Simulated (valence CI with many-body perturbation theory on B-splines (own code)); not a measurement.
**Tb⁵⁸⁺: magnetic and hyperfine properties of the levels**

Computed by configuration interaction combined with many-body perturbation theory (CI+MBPT): five valence electrons over a frozen Dirac-Fock core [He], a basis of 9 s, 9 p, 8 d, 6 f, 3 g, 1 h functions for each j, with the one-electron correlation potential Σ1, the two-electron term Σ2, the three-electron term Σ3, Breit, model QED; selected CI, second order for the rest (own B-spline code, finite nucleus).

No measured spectrum was set against this ion. As an estimate, large intervals hold to a few tenths of a per cent, small ones and those within an open d or f shell to about a per cent. Among the levels kept, up to 1200 cm⁻¹ of a level comes from second order outside the variational space, and about a tenth of that is noise between levels of different J, which matters for small intervals.

A/g_I is the dipole constant over the nuclear g factor μ/I (μ in nuclear magnetons, uniformly magnetised nucleus), B/Q the quadrupole constant per barn. Both hold the static response of the core; the bare values leave it out. Large factors of s and p1/2 electrons are usually good to 5 to 10 %; those of open d and f shells near neutrality can be off by tens of per cent, and small factors of p3/2, d and f electrons come from cancelling terms and can be off by a factor of two or in sign, in half-filled shells by more. B is blank for J = 1/2, where it vanishes, and for nearly pure S terms. Energies count from the lowest level.

Levels are named by their leading jj configuration (3d3/2^4 stands for four electrons in 3d with j = 3/2), which in mixed levels can hold well under half, so a name can repeat and another be missing. Letters in brackets count levels of one name in rising energy.

```
                             Level  E (× 10³ cm⁻¹)      g  A/g_I (MHz)  A/g_I bare  B/Q (MHz/b)  B/Q bare
        (2s^2 2p1/2^2 2p3/2) J=3/2            0.00  1.329       531000      545000      1020000   1020000
        (2s^2 2p1/2 2p3/2^2) J=3/2          6127.4  1.439      -183000     -163000        78500     78700
        (2s^2 2p1/2 2p3/2^2) J=5/2          6307.4  1.171      1280000     1280000        -3500     -3500
        (2s^2 2p1/2 2p3/2^2) J=1/2          6648.5  0.628      4200000     4180000                       
        (2s 2p1/2^2 2p3/2^2) J=5/2          8418.8  1.458      3000000     2990000       180000    181000
        (2s 2p1/2^2 2p3/2^2) J=1/2          9134.5  2.029     1.28e+07    1.27e+07                       
        (2s 2p1/2^2 2p3/2^2) J=3/2          9146.0  1.180     -1920000    -1870000      -157000   -157000
              (2s^2 2p3/2^3) J=3/2           12789  1.288       557000      569000     -1100000  -1100000
      (2s 2p1/2 2p3/2^3) J=3/2 [a]           14737  1.581      3030000     3020000      -823000   -825000
          (2s 2p1/2 2p3/2^3) J=5/2           15043  1.284      3760000     3740000     -1240000  -1240000
          (2s 2p1/2 2p3/2^3) J=1/2           15458  1.370     -4700000    -4610000                       
      (2s 2p1/2 2p3/2^3) J=3/2 [b]           15536  1.025       151000      177000      -291000   -291000
           (2p1/2^2 2p3/2^3) J=3/2           18065  1.307       517000      542000     -1050000  -1050000
                (2s 2p3/2^4) J=1/2           21723  1.848     1.29e+07    1.28e+07                       
             (2p1/2 2p3/2^4) J=1/2           24401  0.628      4210000     4180000                       
           (2s^2 2p1/2^2 3s) J=1/2           54476  2.000      3690000     3660000                       
        (2s^2 2p1/2^2 3p1/2) J=1/2           55170  0.650      1230000     1220000                       
        (2s^2 2p1/2^2 3p3/2) J=3/2           57098  1.325       155000      160000       298000    299000
        (2s^2 2p1/2^2 3d3/2) J=3/2           57730  0.784        90300       90100        50600     51100
        (2s^2 2p1/2^2 3d5/2) J=5/2           58306  1.191        33000       33100        44700     45300
   (2s^2 2p1/2 2p3/2 3s) J=3/2 [a]           60690  1.660       857000      862000       667000    668000
       (2s^2 2p1/2 2p3/2 3s) J=1/2           60762  1.298     -1720000    -1680000                       
       (2s^2 2p1/2 2p3/2 3s) J=5/2           60842  1.316      1910000     1910000       977000    979000
   (2s^2 2p1/2 2p3/2 3s) J=3/2 [b]           60888  0.964      1150000     1170000       586000    587000
    (2s^2 2p1/2 2p3/2 3p1/2) J=1/2           61378  1.729      -902000     -872000                       
(2s^2 2p1/2 2p3/2 3p1/2) J=3/2 [a]           61426  1.133       869000      876000       206000    206000
    (2s^2 2p1/2 2p3/2 3p1/2) J=5/2           61533  1.055      1420000     1430000       969000    971000
(2s^2 2p1/2 2p3/2 3p1/2) J=3/2 [b]           61801  1.316       817000      828000      1010000   1010000
       (2s 2p1/2^2 2p3/2 3s) J=5/2           62665  1.599      3440000     3420000      1030000   1040000
   (2s 2p1/2^2 2p3/2 3s) J=3/2 [a]           62873  1.447      3970000     3950000       541000    542000
(2s^2 2p1/2 2p3/2 3p3/2) J=1/2 [a]           63206  1.365     -2140000    -2100000                       
(2s^2 2p1/2 2p3/2 3p3/2) J=5/2 [a]           63265  1.417        11800       22600      1040000   1040000
(2s^2 2p1/2 2p3/2 3p3/2) J=3/2 [a]           63315  1.136      1330000     1330000      -598000   -599000
   (2s 2p1/2^2 2p3/2 3s) J=3/2 [b]           63359  1.386      -851000     -822000       603000    604000
    (2s^2 2p1/2 2p3/2 3p3/2) J=7/2           63375  1.224       905000      910000      1290000   1290000
       (2s 2p1/2^2 2p3/2 3s) J=1/2           63396  0.990     -2710000    -2660000                       
(2s 2p1/2^2 2p3/2 3p1/2) J=3/2 [a]           63445  1.686      4110000     4090000       694000    695000
    (2s 2p1/2^2 2p3/2 3p1/2) J=5/2           63452  1.350      3100000     3080000       988000    989000
(2s^2 2p1/2 2p3/2 3p3/2) J=3/2 [b]           63570  1.399       -85800      -68600       279000    280000
(2s^2 2p1/2 2p3/2 3p3/2) J=5/2 [b]           63572  1.185      1120000     1120000       130000    130000
```

**Question.** Take the isotope of mass number 159, with I = 3/2, μ = 2.009 μN and Q = 1.432 b. What is the hyperfine structure of (2s^2 2p1/2^2 2p3/2) J=3/2?

**Answer.** From the table A = 712000 MHz, B = 1450000 MHz. Shifts from the centre of gravity in MHz: F = 0: -858000, F = 1: -1600000, F = 2: -1620000, F = 3: 1960000.
